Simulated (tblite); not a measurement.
Compound: PhCF2CH2CH3, C9H10F2.
Numbering: `[CH3:1][CH2:2][C:3]([F:4])([F:5])[c:6]1[cH:7][cH:8][cH:9][cH:10][cH:11]1` (hydrogens: H12, H13, H14 on C1; H15, H16 on C2; H17 on C7; H18 on C8; H19 on C9; H20 on C10; H21 on C11)

Geometry (GFN2-xTB, Å), atoms numbered from 1 in this order:
```
atom  x, y, z in Å
C1     3.324   -0.047    0.008
C2     1.870   -0.103   -0.446
C3     0.899    0.124    0.715
F4     1.168    1.327    1.311
F5     1.132   -0.801    1.697
C6    -0.544    0.068    0.273
C7    -1.220   -1.144    0.265
C8    -2.532   -1.197   -0.171
C9    -3.169   -0.046   -0.603
C10   -2.494    1.163   -0.594
C11   -1.182    1.223   -0.159
H12    3.546    0.923    0.445
H13    3.984   -0.209   -0.840
H14    3.516   -0.814    0.754
H15    1.671    0.666   -1.194
H16    1.640   -1.078   -0.880
H17   -0.722   -2.036    0.614
H18   -3.059   -2.139   -0.169
H19   -4.194   -0.090   -0.941
H20   -2.991    2.063   -0.922
H21   -0.654    2.165   -0.139
```

Computed values, GFN2-xTB/tblite, gas phase, harmonic and unscaled. This tight-binding method is rough: wavenumbers can miss measured ones by several per cent, in bad cases by 10 to 20. One conformer, not necessarily the lowest.

Harmonic wavenumbers (cm⁻¹): 27.8, 74.3, 92.2, 179.0, 210.3, 214.7, 300.0, 319.9, 328.0, 367.6, 449.7, 461.4, 533.5, 588.5, 616.7, 670.0, 731.6, 759.6, 807.4, 879.4, 906.0, 929.5, 934.1, 944.9, 962.5, 1003.9, 1016.1, 1085.1, 1107.5, 1116.5, 1137.6, 1139.2, 1182.4, 1199.5, 1239.2, 1243.7, 1285.0, 1320.4, 1322.9, 1413.1, 1437.0, 1457.4, 1474.0, 1491.2, 1495.9, 1594.5, 1602.0, 2993.3, 2999.9, 3048.0, 3049.5, 3052.1, 3081.3, 3086.7, 3092.0, 3097.9, 3101.1.

A = 2417, B = 696.9, C = 642.7 MHz; mass 156.075 u (most abundant isotopes); point group Cs, symmetry number 1.

Question: What is the zero-point energy?

Answer: ½Σν̃ = 36127 cm⁻¹ = 103.29 kcal/mol.

Question: What is S at 500 K and 1 bar for an ideal gas of classical rigid rotors and harmonic oscillators?

Answer: Translation 43.64, rotation 31.62, vibration 53.61: S = 128.9 cal/(mol K).

Question: And Cp and H(500 K) − H(0)?

Answer: Cp = 63.63 cal/(mol K), of which vibrations give 55.68 (their classical limit is 57 R = 113.3); H(500 K) − H(0) = 17.92 kcal/mol without the zero-point energy, 13.94 from vibrations.

Question: What must be added to the electronic energy to get the Gibbs energy at 500 K and 1 bar?

Answer: ZPE + [H(500 K) − H(0)] − T·S = 103.29 + 17.92 − 64.43 = 56.78 kcal/mol.

Question: How do the functions run with temperature in this model?

Answer: 
```csv
T (K),S (cal/(mol K)),Cp (cal/(mol K)),H − H(0) (kcal/mol),G − H(0) (kcal/mol),ln q(vib)
50,60.9,13.1,0.52,-2.53,0.81
100,71.6,18.5,1.30,-5.86,2.06
298.15,101.9,41.5,7.19,-23.19,7.33
373.15,112.2,50.5,10.65,-31.22,9.40
750,158.3,81.4,36.24,-82.52,19.87
1000,183.4,92.5,58.07,-125.31,26.42
```

q(vib) and H(0) count from the zero-point level.

Question: Which modes carry the vibrational entropy at 500 K?

Answer: 27.8 cm⁻¹: 7.01; 74.3 cm⁻¹: 5.06; 92.2 cm⁻¹: 4.63; 179.0 cm⁻¹: 3.33; 210.3 cm⁻¹: 3.02; 214.7 cm⁻¹: 2.98 cal/(mol K); the other 51 give 27.60 together.

Question: Blend soft modes into free rotors: weight 1/[1 + (100 cm⁻¹/ν̃)⁴] for the oscillator and the rest for a rotor with moment μB/(μ + B), μ = h/(8π²ν), B = 10⁻⁴⁴ kg m². What vibrational entropy results?

Answer: 49.43 cal/(mol K) in place of 53.61, which changes −T·S at 500 K by +2.09 kcal/mol.

Hindered rotation and anharmonicity are outside this model. Other conformers, if any are populated, would add a mixing term that is left out.

Time: 0.81 s wall, 1.6 s CPU. Hardware: 2 threads of an INTEL XEON PLATINUM 8581C at 2.10 GHz, shared host. The figure is for the frequency step alone.
